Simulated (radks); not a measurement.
Results of a calculation; reference values are marked as such.
The selenium anion Se- inside a hard spherical wall (all orbitals vanish at R), configuration held at [Ar] 3d10 4s2 4p5 and not refilled when levels cross. Level of theory: non-relativistic Kohn-Sham, LDA (Slater exchange, Perdew-Wang correlation), spin-polarised, spherical densities, point nucleus; open shells are filled with parallel spins first (a radial shooting solver on a logarithmic mesh with Libxc functionals). Eigenvalues in eV for spin up, with the zero of energy where the potential of the charges vanishes at infinity; a dash marks a level that is unbound or too diffuse for the functional's potential to be trusted. A positive occupied level is held by the wall or, in an anion where self-interaction has pushed it up, behind a barrier. The pressure on the wall is -dE/dV.

R (bohr),E (hartree),kinetic (hartree),e(3p),e(3d),e(4s),e(4p),"e(5s, empty)","e(4d, empty)",pressure (GPa)
7,-2398.18791,2396.138,-141.81,-45.441,-8.463,1.206,7.754,9.942,0.947
6,-2398.15299,2396.304,-140.68,-44.318,-7.588,2.093,10.934,12.244,3.71
5,-2398.04503,2396.779,-138.26,-41.924,-5.794,4.036,17.494,16.210,17.4
2.5,-2393.14800,2412.644,-106.22,-10.452,25.643,40.967,131.07,69.066,3260
2,-2385.37402,2435.191,-82.221,13.458,62.725,82.681,247.72,119.40,15300
1.5,-2358.16252,2510.190,-28.844,69.573,178.34,205.03,552.83,248.07,107000
